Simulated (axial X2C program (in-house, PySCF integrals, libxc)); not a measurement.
Spin–orbit effects down a group: molecules with Sc (ions), HF

Computed with an in-house all-electron X2C program for linear molecules (integrals from PySCF), spin-free (one-electron X2C) or two-component (2c: spin–orbit coupling with atomic mean-field Coulomb and Gaunt terms, which also bring small scalar terms), in Dyall basis sets with cores contracted in-house; open shells are unrestricted.

Basis sets: O dyall-av3z, S dyall-av3z, Sc dyall-acv3z, Se dyall-acv3z, Te dyall-acv3z.

| molecule | spin-free state | Re (Å) | ωe (cm⁻¹) | De (eV) | 2c state | Re 2c (Å) | ωe 2c (cm⁻¹) | De 2c (eV) |
| --- | --- | --- | --- | --- | --- | --- | --- | --- |
| ScO⁻ | M_S = 0, Λ = 0 | 1.691 | 962.4 | n/a | Ω = 0 | 1.691 | 962.4 | n/a |
| ScS⁻ | ? | ? | ? | ? | ? | ? | ? | ? |
| ScSe⁻ | M_S = 0, Λ = 0 | 2.365 | 391.7 | 2.01 | Ω = 0 | 2.365 | 391.2 | 1.90 |
| ScTe⁻ | M_S = 0, Λ = 0 | 2.610 | 316.1 | 1.30 | Ω = 0 | 2.611 | 314.6 | 1.10 |

Task: Estimate the 2c Re and ωe of ScS⁻ as the mean of its neighbours in the table.

Result: Re ≈ 2.028 Å, ωe ≈ 676.8 cm⁻¹. The HF runs give the row below, so the estimate misses by -0.197 Å and 146.5 cm⁻¹.

```tsv
molecule	spin-free state	Re (Å)	ωe (cm⁻¹)	De (eV)	2c state	Re 2c (Å)	ωe 2c (cm⁻¹)	De 2c (eV)
ScS⁻	M_S = 0, Λ = 0	2.225	530.3	2.48	Ω = 0	2.225	530.3	2.44
```

Fragments in 2c: Sc- + O, Sc + S-, Se- + Sc, Te- + Sc. Each entry is the lowest single determinant of a limited PBE0 search at one distance. De goes to single-determinant-based atoms at the same level (for ions the charge split of lowest energy) and is withheld (n/a) where an atom does not fit its ground term or J level. Main or longest-lived isotopes. One determinant is a doubtful description, or other states lie close, for ScTe⁻; these need not be ground states, and all values refer to the states named.
